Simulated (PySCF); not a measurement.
C₂H₅FO₂Si. Atoms are numbered in the order given.

```xyz
11

C     -2.3597     0.4061     0.4133
C     -1.2730    -0.2668     0.8155
Si     0.3440    -0.0921    -0.0537
O      0.2868     0.9922    -1.3043
O      0.8132    -1.5606    -0.6254
F      1.4591     0.4681     0.9960
H     -2.3238     1.0774    -0.4516
H     -3.3270     0.3140     0.9195
H     -1.3529    -0.9348     1.6822
H      0.4692     1.9149    -1.0921
H      1.5835    -1.5838    -1.2058
```

Geometry: B3LYP-D3(BJ)/def2-SVP. Other conformers were not sampled.

All values below come from B3LYP-D3(BJ)/def2-SVP run with PySCF.

Frequencies are harmonic and unscaled.

Computed normal modes with their intensities:
| mode | ν (cm⁻¹) | IR (km/mol) | moving atoms (share of kinetic energy) |
|---|---|---|---|
| 1 | 72 | 8.2 | C 42 %, H 38 %, O 9 %, F 9 % |
| 2 | 150 | 38.2 | H 35 %, O 29 %, F 25 %, C 9 % |
| 3 | 167 | 4.4 | O 42 %, H 27 %, C 23 % |
| 4 | 206 | 42.4 | H 81 % |
| 5 | 262 | 36.3 | H 59 %, O 18 %, C 8 % |
| 6 | 291 | 42.1 | F 30 %, O 28 %, H 20 %, C 18 % |
| 7 | 337 | 72.3 | O 31 %, F 27 %, C 16 %, H 15 %, Si 12 % |
| 8 | 350 | 52.5 | O 49 %, H 35 %, Si 10 % |
| 9 | 425 | 51.2 | C 27 %, Si 24 %, O 22 %, F 14 %, H 13 % |
| 10 | 560 | 18.2 | H 55 %, C 37 % |
| 11 | 673 | 19.9 | C 42 %, O 22 %, H 21 %, F 8 % |
| 12 | 777 | 116.8 | H 56 %, O 26 %, F 12 % |
| 13 | 794 | 188.6 | H 69 %, O 30 % |
| 14 | 891 | 224.1 | Si 39 %, H 28 %, F 23 % |
| 15 | 925 | 152.9 | Si 43 %, O 32 %, F 12 %, H 12 % |
| 16 | 983 | 157.4 | Si 44 %, O 35 %, H 17 % |
| 17 | 1006 | 29.4 | H 72 %, C 27 % |
| 18 | 1015 | 43.3 | H 74 %, C 14 %, Si 8 % |
| 19 | 1041 | 12.8 | H 93 % |
| 20 | 1279 | 3.6 | H 71 %, C 29 % |
| 21 | 1421 | 21.0 | H 83 %, C 16 % |
| 22 | 1673 | 13.7 | C 85 %, H 14 % |
| 23 | 3119 | 11.7 | H 95 % |
| 24 | 3145 | 1.7 | H 92 %, C 8 % |
| 25 | 3213 | 6.9 | H 89 %, C 11 % |
| 26 | 3874 | 104.6 | H 94 % |
| 27 | 3881 | 100.0 | H 94 % |
